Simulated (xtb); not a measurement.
Cl2Mg, charge +1, doublet, from a rough starting geometry (GFN-xTB shapes and energies of metal compounds can be far from the true ones) (a state made from the parent by changing its charge; the spin is typed, not shown lowest); GFN2-xTB in xtb.

Input for xtb:
```
$ xtb mol.xyz --gfn 2 --chrg 1 --uhf 1 --opt vtight --json

# file mol.xyz
3

Mg    -0.01193029     0.03377251     0.06995403
Cl     1.50278046     0.36188117    -1.43745278
Cl    -1.46349882    -0.34168420     1.39414827
```

What does xtb print? Leave out banner, timings and long lists.


```
   ID    Z sym.   atoms
    1   12 Mg     1
    2   17 Cl     2, 3

           -------------------------------------------------
          |                Calculation Setup                |
           -------------------------------------------------

           -------------------------------------------------
          |                 G F N 2 - x T B                 |
           -------------------------------------------------

          ...................................................
          :                      SETUP                      :
          :.................................................:
          :  # basis functions                  30          :
          :  # atomic orbitals                  27          :
          :  # shells                            9          :
          :  # electrons                        15          :
          :  max. iterations                   250          :
          :  Hamiltonian                  GFN2-xTB          :
          :  restarted?                      false          :
          :  GBSA solvation                  false          :
          :  PC potential                    false          :
          :  electronic temp.          300.0000000     K    :
          :  accuracy                    1.0000000          :
          :  -> integral cutoff          0.2500000E+02      :
          :  -> integral neglect         0.1000000E-07      :
          :  -> SCF convergence          0.1000000E-05 Eh   :
          :  -> wf. convergence          0.1000000E-03 e    :
          :  Broyden damping             0.4000000          :
          :  net charge                          1          :
          :  unpaired electrons                  1          :
          ...................................................

 iter      E             dE          RMSdq      gap      omega  full diag
   1     -6.9387038 -0.693870E+01  0.201E+01    1.05       0.0  T
   2     -8.5139796 -0.157528E+01  0.128E+01   12.28       1.0  T
   3     -8.9201450 -0.406165E+00  0.143E+01    5.63       1.0  T
   4     -8.9172558  0.288912E-02  0.144E+01    5.63       1.0  T
   5     -8.9218008 -0.454492E-02  0.144E+01    5.69       1.0  T
   6     -9.1069509 -0.185150E+00  0.643E+00    3.71       1.0  T
   7     -9.1308759 -0.239250E-01  0.555E+00    3.60       1.0  T
   8     -9.1387676 -0.789170E-02  0.532E+00    3.71       1.0  T
   9     -9.1981602 -0.593926E-01  0.371E+00    2.92       1.0  T
  10     -9.1993609 -0.120062E-02  0.222E+00    3.05       1.0  T
  11     -9.1233883  0.759726E-01  0.592E+00    2.85       1.0  T
  12     -9.1480203 -0.246320E-01  0.450E+00    2.97       1.0  T
  13     -9.1571767 -0.915639E-02  0.404E+00    3.05       1.0  T
  14     -9.1789333 -0.217566E-01  0.307E+00    3.03       1.0  T
  15     -9.2072686 -0.283353E-01  0.182E+00    3.16       1.0  T
  16     -9.2076070 -0.338371E-03  0.165E+00    3.17       1.0  T
  17     -9.2076642 -0.571963E-04  0.101E+00    3.23       1.0  T
  18     -9.2078650 -0.200825E-03  0.398E-01    3.19       1.0  T
  19     -9.2078328  0.322411E-04  0.216E-01    3.17       1.0  T
  20     -9.2079267 -0.939752E-04  0.914E-02    3.17       1.0  T
  21     -9.2078311  0.956113E-04  0.184E-01    3.17       1.0  T
  22     -9.2079307 -0.995782E-04  0.339E-02    3.17       1.7  T
  23     -9.2079320 -0.128251E-05  0.260E-02    3.17       2.2  T
  24     -9.2079194  0.126246E-04  0.682E-02    3.17       1.0  T
  25     -9.2079278 -0.842700E-05  0.437E-02    3.17       1.3  T
  26     -9.2079300 -0.221202E-05  0.333E-02    3.17       1.7  T
  27     -9.2079320 -0.196451E-05  0.206E-02    3.17       2.8  T
  28     -9.2079328 -0.791244E-06  0.130E-02    3.17       4.4  T
  29     -9.2079333 -0.544022E-06  0.237E-03    3.17      24.4  T
  30     -9.2079333 -0.174345E-07  0.307E-04    3.17     188.3  T
  31     -9.2079333 -0.275872E-09  0.926E-05    3.17     623.4  T

   *** convergence criteria satisfied after 31 iterations ***

[...]
         :: total energy              -9.192236249064 Eh    ::
 * total energy  :    -9.1922362 Eh     change       -0.1228351E-10 Eh
 * total energy  :    -9.1964633 Eh     change       -0.4227094E-02 Eh
 * total energy  :    -9.1970203 Eh     change       -0.5569529E-03 Eh
 * total energy  :    -9.1971286 Eh     change       -0.1083413E-03 Eh
 * total energy  :    -9.1971336 Eh     change       -0.4919836E-05 Eh
 * total energy  :    -9.1971343 Eh     change       -0.7677719E-06 Eh
 * total energy  :    -9.1971344 Eh     change       -0.1239842E-06 Eh
 * total energy  :    -9.1971345 Eh     change       -0.5777769E-07 Eh
   *** GEOMETRY OPTIMIZATION CONVERGED AFTER 8 ITERATIONS ***
         :: total energy              -9.197134507171 Eh    ::
[...]
         :::::::::::::::::::::::::::::::::::::::::::::::::::::

           -------------------------------------------------
          |                Property Printout                |
           -------------------------------------------------

    * Orbital Energies and Occupations

         #    Occupation            Energy/Eh            Energy/eV
      -------------------------------------------------------------
         1        2.0000           -1.2690671             -34.5331
         2        2.0000           -1.2445676             -33.8664
         3        2.0000           -0.7159628             -19.4823
         4        2.0000           -0.6686489             -18.1949
         5        2.0000           -0.6686488             -18.1949
         6        1.8628           -0.6595330             -17.9468
         7        1.5686           -0.6580487             -17.9064
         8        1.5686           -0.6580487             -17.9064 (HOMO)
         9                         -0.5505538             -14.9813 (LUMO)
        10                         -0.2770372              -7.5386
        11                         -0.2770357              -7.5385
        12                         -0.2114573              -5.7540
        13                         -0.2114572              -5.7540
        14                         -0.2107651              -5.7352
        15                         -0.2107651              -5.7352
        16                         -0.2062416              -5.6121
        17                         -0.2058756              -5.6022
        18                         -0.2051333              -5.5820
        19                         -0.2051333              -5.5820
       ...                                ...                  ...
        27                          0.7733945              21.0451
      -------------------------------------------------------------
                  HL-Gap            0.1074949 Eh            2.9251 eV
             Fermi-level           -0.6310437 Eh          -17.1716 eV

     #   Z          covCN         q      C6AA      α(0)
     1  12 Mg       1.464     0.537   120.094    26.948
     2  17 Cl       0.732     0.232    92.276    14.693
     3  17 Cl       0.732     0.232    92.276    14.693

 Mol. C6AA /au·bohr⁶  :        862.153983
 Mol. C8AA /au·bohr⁸  :      48947.416850
 Mol. α(0) /au        :         56.334550

Wiberg/Mayer (AO) data.
largest (>0.10) Wiberg bond orders for each atom

 ---------------------------------------------------------------------------
     #   Z sym  total        # sym  WBO       # sym  WBO       # sym  WBO
 ---------------------------------------------------------------------------
     1  12 Mg   2.082 --     3 Cl   1.041     2 Cl   1.041
     2  17 Cl   1.314 --     1 Mg   1.041     3 Cl   0.273
     3  17 Cl   1.314 --     1 Mg   1.041     2 Cl   0.273
 ---------------------------------------------------------------------------

Topologies differ in total number of bonds
Writing topology from bond orders to xtbtopo.mol

molecular dipole:
                 x           y           z       tot (Debye)
 q only:        0.018       0.035       0.018
   full:        0.019       0.036       0.019       0.114
molecular quadrupole (traceless):
                xx          xy          yy          xz          yz          zz
 q only:        2.048       1.413      -3.563      -5.674      -1.346       1.515
  q+dip:        2.945       2.032      -5.125      -8.161      -1.937       2.179
   full:        2.108       1.454      -3.668      -5.841      -1.386       1.560

optimized geometry written to: xtbopt.xyz

           -------------------------------------------------
          | TOTAL ENERGY               -9.197134507171 Eh   |
          | GRADIENT NORM               0.000017800115 Eh/α |
          | HOMO-LUMO GAP               2.925084661661 eV   |
           -------------------------------------------------

normal termination of xtb
```
